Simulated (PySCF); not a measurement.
H$_{2}$INZn (SMILES [NH2][Zn][I]), singlet, geometry from GFN2-xTB (such geometries of metal compounds can be far from the true shape) (core potentials on I); DF-R2SCAN/def2-SVP (PySCF).

Here is a job for PySCF.
```python
from pyscf import gto, scf, dft

mol = gto.M(
    atom='''
Zn   -0.97414750   -0.40255794    0.65865777
I     0.84296960    0.44248152   -0.74826024
N    -1.60419265   -1.22085287    2.14959968
H    -2.03749760   -2.12876074    2.06122156
H    -2.18611767   -0.70005129    2.78964029
''',
    basis='def2-svp',
    ecp={'I': 'def2-svp'},
    verbose=4,
    max_memory=1800,
)

mf = dft.RKS(mol)
mf.xc = 'r2scan'
mf = mf.density_fit(auxbasis='def2-universal-jkfit')
mf.kernel()
```

The log (banner, timings and long lists left out):

```
PySCF version 2.14.0

[INPUT] verbose = 4
[INPUT] num. atoms = 5
[INPUT] num. electrons = 64
[INPUT] charge = 0
[INPUT] spin (= nelec alpha-beta = 2S) = 0
[INPUT] symmetry False subgroup None
[INPUT] Mole.unit = angstrom
[INPUT] Symbol           X                Y                Z      unit          X                Y                Z       unit  Magmom
[INPUT]  1 Zn    -0.974147500000  -0.402557940000   0.658657770000 AA   -1.840871979930  -0.760724255869   1.244682795117 Bohr   0.0
[INPUT]  2 I      0.842969600000   0.442481520000  -0.748260240000 AA    1.592981675334   0.836168887981  -1.414006923501 Bohr   0.0
[INPUT]  3 N     -1.604192650000  -1.220852870000   2.149599680000 AA   -3.031484759540  -2.307077562689   4.062154672653 Bohr   0.0
[INPUT]  4 H     -2.037497600000  -2.128760740000   2.061221560000 AA   -3.850312443459  -4.022774783326   3.895144230449 Bohr   0.0
[INPUT]  5 H     -2.186117670000  -0.700051290000   2.789640290000 AA   -4.131163672372  -1.322905211248   5.271656134152 Bohr   0.0

nuclear repulsion = 271.782275452852
number of shells = 33
number of NR pGTOs = 172
number of NR cGTOs = 81
basis = def2-svp
ecp = {'I': 'def2-svp'}

******** <class 'pyscf.df.df_jk.DFRKS'> ********
method = DFRKS
initial guess = minao
damping factor = 0
level_shift factor = 0
DIIS = <class 'pyscf.scf.diis.CDIIS'>
diis_start_cycle = 1
diis_space = 8
diis_damp = 0
SCF conv_tol = 1e-09
SCF conv_tol_grad = None
SCF max_cycles = 50
direct_scf = False
XC library pyscf.dft.libxc version 7.1.2
    S. Lehtola, C. Steigemann, M. J. T. Oliveira, and M. A. L. Marques,  SoftwareX 7, 1–5 (2018)
XC functionals = r2scan
    J. W. Furness, A. D. Kaplan, J. Ning, J. P. Perdew, and J. Sun,  J. Phys. Chem. Lett. 11, 8208–8215 (2020)
    J. W. Furness, A. D. Kaplan, J. Ning, J. P. Perdew, and J. Sun,  J. Phys. Chem. Lett. 11, 9248–9248 (2020)
    J. W. Furness, A. D. Kaplan, J. Ning, J. P. Perdew, and J. Sun,  J. Phys. Chem. Lett. 11, 8208–8215 (2020)
    J. W. Furness, A. D. Kaplan, J. Ning, J. P. Perdew, and J. Sun,  J. Phys. Chem. Lett. 11, 9248–9248 (2020)
radial grids:
    Treutler-Ahlrichs [JCP 102, 346 (1995); DOI:10.1063/1.469408] (M4) radial grids

becke partition: Becke, JCP 88, 2547 (1988); DOI:10.1063/1.454033
pruning grids: <function nwchem_prune>
grids dens level: 3
symmetrized grids: False
atomic radii adjust function: <function treutler_atomic_radii_adjust>
small_rho_cutoff = 0
Set gradient conv threshold to 3.16228e-05
Initial guess from minao.
tot grids = 76120
init E= -2101.5436255813
  HOMO = -0.572427508315036  LUMO = -0.52971255103584  gap/eV = 1.16233
cycle= 1 E= -2129.3554797756  delta_E= -27.8  |g|= 3.62  |ddm|= 9.06
  HOMO = -0.102318146156493  LUMO = -0.055317761935382  gap/eV = 1.27895
cycle= 2 E= -2114.78587906748  delta_E= 14.6  |g|= 5.93  |ddm|= 11.1
  HOMO = -0.0124740415629105  LUMO = 0.0569524316502606  gap/eV = 1.88919
cycle= 3 E= -2131.53806964789  delta_E= -16.8  |g|=  1.8  |ddm|= 8.98
  HOMO = -0.193637119080099  LUMO = -0.0926424340207106  gap/eV = 2.74821
cycle= 4 E= -2132.21540372013  delta_E= -0.677  |g|=  1.7  |ddm|= 3.76
  HOMO = -0.149053241699339  LUMO = -0.0792064808544026  gap/eV = 1.90063
cycle= 5 E= -2132.72652837767  delta_E= -0.511  |g|= 0.638  |ddm|= 1.34
  HOMO = -0.22007776623338  LUMO = -0.058731181803914  gap/eV = 4.39046
cycle= 6 E= -2132.84536962766  delta_E= -0.119  |g|= 0.38  |ddm|= 1.08
  HOMO = -0.227555579236509  LUMO = -0.07628374876235  gap/eV = 4.11632
cycle= 7 E= -2132.87368179928  delta_E= -0.0283  |g|= 0.148  |ddm|= 0.44
  HOMO = -0.213568326464923  LUMO = -0.068964848425523  gap/eV = 3.93486
cycle= 8 E= -2132.8770786843  delta_E= -0.0034  |g|= 0.0415  |ddm|= 0.146
  HOMO = -0.211385494519223  LUMO = -0.0666958981898631  gap/eV = 3.93720
cycle= 9 E= -2132.87764926482  delta_E= -0.000571  |g|= 0.0105  |ddm|= 0.0833
  HOMO = -0.212611120835648  LUMO = -0.067600222591615  gap/eV = 3.94595
cycle= 10 E= -2132.87768999576  delta_E= -4.07e-05  |g|= 0.00164  |ddm|= 0.0168
  HOMO = -0.212400399056887  LUMO = -0.0675926951678107  gap/eV = 3.94042
cycle= 11 E= -2132.87769083366  delta_E= -8.38e-07  |g|= 0.000284  |ddm|= 0.00253
  HOMO = -0.212390455906612  LUMO = -0.0675927406791743  gap/eV = 3.94015
cycle= 12 E= -2132.8776908528  delta_E= -1.91e-08  |g|= 3.52e-05  |ddm|= 0.000299
  HOMO = -0.212390938435995  LUMO = -0.0675942308004807  gap/eV = 3.94012
cycle= 13 E= -2132.87769085302  delta_E= -2.23e-10  |g|= 1e-05  |ddm|= 4.42e-05
  HOMO = -0.212394963840949  LUMO = -0.06759395630543  gap/eV = 3.94024
Extra cycle  E= -2132.87769085292  delta_E= 9.55e-11  |g|= 2.19e-05  |ddm|= 3.91e-05
converged SCF energy = -2132.87769085292
```
